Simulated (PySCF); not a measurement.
A calculated (UHF, PySCF 2.14, x2c-TZVPall, scalar relativity by spin-free X2C-1e) atom or ion has these occupied shells.

```tsv
shell	electrons	orbital energy (eV)	rms radius, mean of both spins (bohr)
1s β	1	-5522.7	0.0768
1s α	1	-5522.7	0.0768
2s α	1	-659.63	0.332
2s β	1	-657.87	0.332
2p α	3	-548.36	0.303
2p β	3	-546.57	0.303
3s α	1	-92.948	1.03
3s β	1	-86.170	1.03
3p α	3	-61.688	1.13
3p β	3	-53.224	1.13
3d α	4	-15.825	1.67
```

Problem. Name the element and its charge.

Solution. V⁺ (vanadium, charge +1), in [Ar] 3d4, high-spin 5D determinant.
